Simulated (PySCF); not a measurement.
bromine cation (Br2), SMILES BrBr (connectivity only; charge and spin as stated), charge +1, multiplicity 2.

Geometry optimised at PBE0-D3(BJ)/def2-TZVP. The multiplicity is an assumed one; other spin states were not compared.

Computed with PySCF with SMD-M06-2X/def2-SVP.

Solvation free energies are E(SMD) − E(gas) at the gas-phase geometry, for 1 M in both phases. Bromine has the revised SMD18 radius of 2.60 Å.

| solvent | ΔG(solv) (kcal/mol) | its non-electrostatic (CDS) part |
|---|---|---|
| water | … | … |
| ethylethanoate | -49.0 | -3.5 |
| 2-propanol | -55.5 | -3.6 |

Question: Some entries are withheld; supply them. (An estimate is asked for; the answer gives what the named calculation found.)

Answer: 
- water, ΔG(solv) (kcal/mol): -54.8
- water, its non-electrostatic (CDS) part: -0.8
